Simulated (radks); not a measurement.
Results of a calculation; reference values are marked as such.
Spherical quantum dot in the effective-mass picture: electrons in a hard-walled sphere of radius 3.95, all in effective atomic units (hartree* = m*/eps^2 hartree, bohr* = eps/m* bohr), one dielectric constant everywhere. Level of theory: non-relativistic Kohn-Sham, LDA (Slater exchange, Perdew-Wang correlation), spin-polarised, spherical densities (a radial shooting solver with Libxc functionals). Levels are named by radial order and angular momentum (1s, 1p, 1d, 2s, ...), and open shells are averaged over m. At N = 7 the configuration is 1s2 1p(up 3, down 2). Does electron 8 go into 1d down or 1p down or 1d up?

Answer. Into 1p down. The total energies of the other choices lie higher by 0.317 hartree* (1d up), 0.338 hartree* (1d down).
